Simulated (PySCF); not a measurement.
Constitutional and geometric isomers with formula CH6Si2. All species are isolated molecules in the gas phase. Strings in code marks are SMILES.

The four lowest singlet excitations (Tamm–Dancoff). All values below come from PBE-D3(BJ)/def2-TZVP in PySCF. Excitations are Tamm–Dancoff values on a coarser integration grid. The basis has no diffuse functions, so Rydberg states are missing or too high.

```tsv
state	energy (eV)	wavelength (nm)	oscillator strength
S1	4.26	291	0.184
S2	4.39	283	0.255
S3	5.10	243	0.002
S4	5.22	238	0.004
```

Task: Identify which member gives these states.
A) `C=[SiH][SiH3]`
B) `C[SiH]=[SiH2]`
C) `[SiH2]=C[SiH3]`

Result: B, `C[SiH]=[SiH2]`
